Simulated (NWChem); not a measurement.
System: CH₇NOSi; SMILES [SiH2](OC)N

The following NWChem deck was run.

```
start job
memory heap 200 mb stack 900 mb global 1100 mb
geometry units angstroms noautoz
  Si    -0.411739    -0.514773    -0.000247
  N      0.470840    -1.992016     0.000367
  O      0.580175     0.826240    -0.000689
  C      0.064359     2.146434    -0.000621
  H     -1.257047    -0.499265    -1.226264
  H     -1.257200    -0.498290     1.225660
  H      0.979919    -2.265517     0.832720
  H      0.979973    -2.266182    -0.831735
  H     -0.547997     2.346088    -0.892146
  H     -0.547255     2.346289     0.891382
  H      0.907485     2.844460    -0.000974
end
basis spherical
  * library def2-svp
end
dft
  xc xpbe96 cpbe96
  iterations 150
  mulliken
end
task dft energy
```

Output (shortened):

```
             Northwest Computational Chemistry Package (NWChem) 7.3.0
             --------------------------------------------------------

 CS  symmetry detected

                             Geometry "geometry" -> ""
                             -------------------------

 Output coordinates in angstroms (scale by  1.889725989 to convert to a.u.)

  No.       Tag          Charge          X              Y              Z
 ---- ---------------- ---------- -------------- -------------- --------------
    1 Si                  14.0000    -0.45875111    -0.51970426     0.00000000
    2 N                    7.0000     0.41317670    -2.00325905     0.00000000
    3 O                    8.0000     0.54278544     0.81413755     0.00000000
    4 C                    6.0000     0.03648126     2.13800848     0.00000000
    5 H                    1.0000    -1.30399865    -0.49762684    -1.22596208
    6 H                    1.0000    -1.30399865    -0.49762684     1.22596208
    7 H                    1.0000     0.92029937    -2.28074836     0.83222756
    8 H                    1.0000     0.92029937    -2.28074836    -0.83222756
    9 H                    1.0000    -0.57405070     2.34216082    -0.89176397
   10 H                    1.0000    -0.57405070     2.34216082     0.89176397
   11 H                    1.0000     0.88460753     2.82995041     0.00000000

 Effective nuclear repulsion energy (a.u.)     179.2953007234

      Symmetry information
      --------------------

 Group name             Cs
 Group number              2
 Group order               2
 No. of unique centers     8

  pbe96 is a nonlocal functional; adding pw91lda local functional.

                                 NWChem DFT Module
                                 -----------------

 Summary of "ao basis" -> "ao basis" (spherical)
 ------------------------------------------------------------------------------
       Tag                 Description            Shells   Functions and Types
 ---------------- ------------------------------  ------  ---------------------
 Si                         def2-svp                 8       18   4s3p1d
 N                          def2-svp                 6       14   3s2p1d
 O                          def2-svp                 6       14   3s2p1d
 C                          def2-svp                 6       14   3s2p1d
 H                          def2-svp                 3        5   2s1p

      Symmetry analysis of basis
      --------------------------

        a'         62
        a"         33

            General Information
            -------------------
          SCF calculation type: DFT
          Wavefunction type:  closed shell.
          No. of atoms     :    11
          No. of electrons :    42
           Alpha electrons :    21
            Beta electrons :    21
          Charge           :     0
          Spin multiplicity:     1
          Use of symmetry is: on ; symmetry adaption is: on
          Maximum number of iterations: 150
          AO basis - number of functions:    95
                     number of shells:    47
          Convergence on energy requested:  1.00D-06
          Convergence on density requested:  1.00D-05
          Convergence on gradient requested:  5.00D-04

              XC Information
              --------------
          PerdewBurkeErnzerhof Exchange Functional  1.000
            Perdew 1991 LDA Correlation Functional  1.000 local
           PerdewBurkeErnz. Correlation Functional  1.000 non-local

             Grid Information
             ----------------
          Grid used for XC integration:  medium
          Radial quadrature: Mura-Knowles
          Angular quadrature: Lebedev.
          Tag              B.-S. Rad. Rad. Pts. Rad. Cut. Ang. Pts.
          ---              ---------- --------- --------- ---------
          Si                  1.10       88          10.0       590
          N                   0.65       49          12.0       434
          O                   0.60       49           9.0       434
          C                   0.70       49          12.0       434
          H                   0.35       45          12.0       434
          Grid pruning is: on
          Number of quadrature shells:   415
          Spatial weights used:  Erf1

      Superposition of Atomic Density Guess
      -------------------------------------

 Sum of atomic energies:        -458.79364338

      Non-variational initial energy
      ------------------------------

 Total energy =    -460.688470
 1-e energy   =    -986.996401
 2-e energy   =     347.012630
 HOMO         =      -0.367675
 LUMO         =       0.070349

      Symmetry analysis of molecular orbitals - initial
      -------------------------------------------------

  Numbering of irreducible representations:

     1 a'          2 a"

  Orbital symmetries:

     1 a'          2 a'          3 a'          4 a'          5 a'
     6 a'          7 a'          8 a"          9 a'         10 a'
    11 a'         12 a'         13 a"         14 a'         15 a'
    16 a"         17 a'         18 a"         19 a'         20 a'
    21 a"         22 a'         23 a'         24 a'         25 a'
    26 a"         27 a"         28 a'         29 a'         30 a"
    31 a'

     ---------------------------------------------
      Total Density - Mulliken Population Analysis
     ---------------------------------------------

    Atom       Charge   Shell Charges
 -----------   ------   -------------------------------------------------------
    1 Si  14    13.08   2.00  1.99  0.92  0.22  5.93  0.99  0.74  0.28
    2 N    7     7.76   1.99  1.03  0.44  2.59  1.69  0.01
    3 O    8     8.82   1.99  1.10  0.68  3.06  1.98  0.01
    4 C    6     5.85   1.99  0.92  0.21  1.84  0.85  0.05
    5 H    1     1.10   0.71  0.39  0.01
    6 H    1     1.10   0.71  0.39  0.01
    7 H    1     0.75   0.59  0.12  0.04
    8 H    1     0.75   0.59  0.12  0.04
    9 H    1     0.93   0.69  0.22  0.02
   10 H    1     0.93   0.69  0.22  0.02
   11 H    1     0.93   0.69  0.21  0.02

   convergence    iter        energy       DeltaE   RMS-Dens  Diis-err
 ---------------- ----- ----------------- --------- --------- ---------
 d= 0,ls=0.0,diis     1   -461.1720323668 -6.40D+02  1.67D-02  6.88D-01
 d= 0,ls=0.0,diis     2   -461.0521889311  1.20D-01  1.10D-02  1.90D+00
 d= 0,ls=0.0,diis     3   -461.2421178324 -1.90D-01  2.41D-03  6.37D-02
 d= 0,ls=0.0,diis     4   -461.2460124200 -3.89D-03  1.12D-03  1.92D-02
 d= 0,ls=0.0,diis     5   -461.2480876624 -2.08D-03  2.43D-04  1.04D-03
  Resetting Diis
 d= 0,ls=0.0,diis     6   -461.2481983181 -1.11D-04  7.05D-05  6.51D-05
 d= 0,ls=0.0,diis     7   -461.2482061592 -7.84D-06  3.47D-05  4.35D-06
 d= 0,ls=0.0,diis     8   -461.2482055705  5.89D-07  2.08D-05  8.99D-06
 d= 0,ls=0.0,diis     9   -461.2482066950 -1.12D-06  1.96D-06  5.40D-08
 d= 0,ls=0.0,diis    10   -461.2482067003 -5.33D-09  5.80D-07  7.84D-09

         Total DFT energy =     -461.248206700307
      One electron energy =     -991.122901168258
           Coulomb energy =      394.704091625534
    Exchange-Corr. energy =      -44.124697880963
 Nuclear repulsion energy =      179.295300723380

 Numeric. integr. density =       41.999989772972

                  Occupations of the irreducible representations
                  ----------------------------------------------

                     irrep           alpha         beta
                     --------     --------     --------
                     a'               16.0         16.0
                     a"                5.0          5.0

                       DFT Final Molecular Orbital Analysis
                       ------------------------------------

 Vector   19  Occ=2.000000D+00  E=-2.540992D-01  Symmetry=a'
              MO Center=  3.3D-01,  9.9D-01, -7.9D-16, r^2= 2.3D+00
   Bfn.  Coefficient  Atom+Function         Bfn.  Coefficient  Atom+Function
  ----- ------------  ---------------      ----- ------------  ---------------
    36      0.504646   3 O  px               39      0.363802   3 O  px
    91     -0.217293  11 H  s                50     -0.209085   4 C  px
    35      0.141976   3 O  s                 4      0.133037   1 Si s
    92     -0.133432  11 H  s                81      0.122195   9 H  s
    86      0.122195  10 H  s                34      0.118822   3 O  s

 Vector   20  Occ=2.000000D+00  E=-2.250053D-01  Symmetry=a"
              MO Center=  2.5D-02,  7.9D-01,  1.4D-15, r^2= 2.3D+00
   Bfn.  Coefficient  Atom+Function         Bfn.  Coefficient  Atom+Function
  ----- ------------  ---------------      ----- ------------  ---------------
    38      0.536427   3 O  pz               41      0.397754   3 O  pz
    62      0.202175   5 H  s                67     -0.202175   6 H  s
    81      0.175754   9 H  s                86     -0.175754  10 H  s
    61      0.164063   5 H  s                66     -0.164063   6 H  s
    82      0.145069   9 H  s                87     -0.145069  10 H  s

 Vector   21  Occ=2.000000D+00  E=-2.208227D-01  Symmetry=a'
              MO Center=  3.0D-01, -1.9D+00, -2.4D-15, r^2= 1.4D+00
   Bfn.  Coefficient  Atom+Function         Bfn.  Coefficient  Atom+Function
  ----- ------------  ---------------      ----- ------------  ---------------
    22      0.404813   2 N  px               23      0.370986   2 N  py
    26     -0.318129   2 N  py               25     -0.314621   2 N  px
    21      0.116035   2 N  s                20      0.109207   2 N  s
    11     -0.108511   1 Si px               35      0.108977   3 O  s
    37     -0.100161   3 O  py               12     -0.099010   1 Si py

[...]
```

Level: PBE/def2-SVP. Geometry: optimised at B3LYP/6-31G* (spherical d).
